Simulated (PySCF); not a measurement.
## Bond curve of RuN

Set-up: basis Ru cc-pVDZ-PP with ECP28, N cc-pVDZ; scalar-relativistic core potentials; PySCF 2.14. Energies in eV from Ru (4d7 5s1) + N in their ground configurations at the same level. State: quartet, unpaired electrons σ ↑, π ↑, δ ↑, a mixture of terms (⟨Lz²⟩ = 5.0).

All columns are PBE0. A positive dipole means Ru(−)N(+).

```
R (Å)  E (eV)  μ (D)  Mulliken charge on Ru (basis-dependent)  HOMO (eV)  LUMO (eV)  Mayer bond order  ⟨S²⟩
1.404  -1.693  -1.11                                     0.00      -4.86      -3.20              3.28  3.76
1.470  -2.793  -1.62                                     0.02      -5.10      -3.04              3.19  3.76
1.535  -3.397  -2.08                                     0.05      -5.33      -2.89              3.10  3.76
1.584  -3.609  -2.39                                     0.07      -5.48      -2.90              3.04  3.77
1.633  -3.665  -2.68                                     0.09      -5.62      -2.97              2.97  3.78
1.682  -3.604  -2.93                                     0.12      -5.75      -3.02              2.89  3.81
1.747  -3.399  -3.22                                     0.15      -5.90      -3.01              2.75  3.88
1.829  -3.029  -3.51                                     0.18      -6.04      -2.88              2.53  4.05
1.927  -2.524  -3.75                                     0.22      -6.20      -2.84              2.27  4.26
2.058  -1.855  -3.85                                     0.24      -6.24      -2.74              1.91  4.49
```

A fit through these points gives, at Re = 1.630 Å, μ = -2.66 D and dμ/dR = -5.55 D/Å; the reduced mass is 12.31 u.

Question: How strong is the fundamental in the double-harmonic approximation, I = 42.26·(dμ/dR)²/μred km/mol?

Answer: I = 42.26·(-5.55)²/12.31 = 106 km/mol at PBE0.

The metal atom is held in its measured ground configuration; semilocal functionals can put another filling of s and d lower by some tenths of an eV, and De to that atom would be smaller. ⟨S²⟩ of the unrestricted solution departs from its pure value on part of the curve, where spin states mix. Spin–orbit coupling is left out, which matters for elements this heavy, above all for dissociation energies. With d or f electrons several states lie close, and the lowest PBE0 determinant need not be the measured ground state.
